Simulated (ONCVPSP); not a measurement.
Which change was made? (Sm, ONCV)

* Element: samarium (Sm)
* Generator: ONCVPSP 4.0.1
* Type: optimised norm-conserving Vanderbilt (ONCV)
* Functional: PBEsol
* Relativity: scalar-relativistic
* Frozen core: [Kr] 4d10
* Valence charge: 16
* Reference configuration: 4f6 5s2 5p6 6s1.5 (charge +0.5)
* Partial waves: 5s+6s: rc 2.55 bohr, ncon 5, nbas 9, qcut 4.8 1/bohr, 2 projectors; 5p: rc 2.10 bohr, ncon 5, nbas 8, qcut 6.7 1/bohr, 2 projectors, debl 3.6 Ha; d scattering state at 0.33 Ha: rc 2.05 bohr, ncon 5, nbas 10, qcut 4.9 1/bohr, 3 projectors, debl 2.3 Ha; 4f: rc 1.45 bohr, ncon 4, nbas 8, qcut 13 1/bohr, 2 projectors, debl 1.9 Ha
* Local potential: polynomial inside 1.05 bohr (lpopt 1, dvloc0 3 Ha)
* Core correction: Teter function, fcfact 2.25, rcfact 1

In the d channel the program set the typed energies aside and used 0.050, 2.350, 4.650 Ha.

Cutoffs, loose and tight: the cutoffs (Ha) at which the residual kinetic energy of the hardest occupied pseudo-wave falls to 1 and 0.1 mHa per electron. They do not see the model core or the augmentation charge, which bear on the density cutoff. Test errors are all-electron minus pseudo excitation energies from the reference, over the configurations 4f6 5s2 5p6 6s2; 4f6 5s2 5p6 6s1; 4f6 5s2 5p6 6s0; 4f6 5s2 5p6 6s0 6p2; variants that change the core or the reference have their own tests.

The base gives: outcome: generated, projector energies reset by the program; cutoff, loose: 67 Ha; cutoff, tight: 74 Ha; bound ghosts: none; GHOST(+) flags above zero: p; largest test error (meV): tests left out (the all-electron energies of this program are off by 10 to 40 meV for near-neutral 4f atoms).

After one change the result is: outcome: failed: ERROR pspot: first pseudo wave function has node, program will stop. Which change was it?
A. f: rc 1.94
B. f: rc 1.04; local potential polynomial inside 1.04 bohr (lpopt 1, dvloc0 3 Ha)
C. f: rc 1.14

A. The others give: f: rc 1.04; local potential polynomial inside 1.04 bohr (lpopt 1, dvloc0 3 Ha) → outcome: generated, projector energies reset by the program; cutoff, loose: 161 Ha; cutoff, tight: 255 Ha; bound ghosts: s; GHOST(+) flags above zero: p; largest test error (meV): tests left out (the all-electron energies of this program are off by 10 to 40 meV for near-neutral 4f atoms) | f: rc 1.14 → outcome: generated, projector energies reset by the program; cutoff, loose: 82 Ha; cutoff, tight: 192 Ha; bound ghosts: none; GHOST(+) flags above zero: p; largest test error (meV): tests left out (the all-electron energies of this program are off by 10 to 40 meV for near-neutral 4f atoms).
